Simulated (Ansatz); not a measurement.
## One elementary step

Start structure (AlN2H9O3, singlet), relaxed at PBE0-D4/def2-TZVP:

Al1  (-0.556, -0.499, -0.977)
O2  (-0.468, -1.436, 0.489)
O3  (0.179, -1.308, -2.312)
O4  (-1.987, 0.427, -1.243)
H5  (0.835, 1.050, 0.453)
N6  (0.654, 1.020, -0.571)
H7  (0.335, -0.338, 1.962)
N8  (0.797, 0.523, 2.268)
H9  (-0.290, -2.370, 0.395)
H10  (-0.205, -1.238, -3.183)
H11  (-2.857, 0.079, -1.062)
H12  (1.537, 0.942, -1.062)
H13  (0.208, 1.887, -0.852)
H14  (1.637, 0.270, 2.773)
H15  (0.182, 0.992, 2.921)
(Å)

The step: AlH₃O₃ ([OH][Al]([OH])[OH]) + NH₃ + NH₃ → AlNH₄O₂ ([NH2][Al]([OH])[OH]) + H₂O + NH₃ (still joined by a long Al–O bond); bonds formed: O2–H7, H5–N8; bonds broken: H5–N6, H7–N8; bonds weakened to dative contacts: Al1–O2. Program: Ansatz 0.2.0. Basis: def2-TZVPP and def2-QZVPP. Cores are frozen in the correlated methods. Extrapolation: Hartree–Fock as exp(−7.88 √X), correlation as X^−2.97. Energies below are by CCSD(T) at an estimated basis limit (MP2 extrapolated from triple and quadruple zeta, plus CCSD(T) − MP2 in triple zeta).

(1) What are the electronic barrier and the energy of the step, from the start structure to the end structure? (An estimate is asked for; the value comes from the calculation.)

The T1 diagnostic stays at or below 0.011.

## Answers

(1) Computed: Barrier 82.0 kJ/mol; step energy 70.7 kJ/mol (uphill); reverse barrier, their difference, 11.4 kJ/mol. Barrier and step energy count from the start structure, the reverse barrier from the end structure.

The saddle point: One imaginary mode of 496i cm⁻¹.
```tsv
pair	start (Å)	saddle (Å)	end (Å)
O2–H7	2.00	1.23	1.05
H5–N8	1.89	1.07	1.04
Al1–O2	1.74	1.85	1.90
H5–N6	1.04	1.76	2.01
H7–N8	1.02	1.25	1.54
```

Zero-point energy (harmonic, PBE0-D4): ZPE is 310.2 kJ/mol at the start and 299.2 kJ/mol at the saddle, so the barrier goes from 82.0 to 71.0 kJ/mol.

Labels in which every atom is bracketed show which atoms are joined, not bond orders.

For scale, one of the runs: CCSD(T)/def2-TZVPP, 323 basis functions, launched by `ansatz run in.yaml --threads 4 --pin off --events-out ev --progress --plain --max-ram 66560MiB --backend cuda --devices 0, --max-vram 37GiB`. The run took 14 s on 4 CPU threads of an AMD EPYC 7R13 and a share of one NVIDIA H100 (shared host), with 0.85 GiB of host memory at its peak.
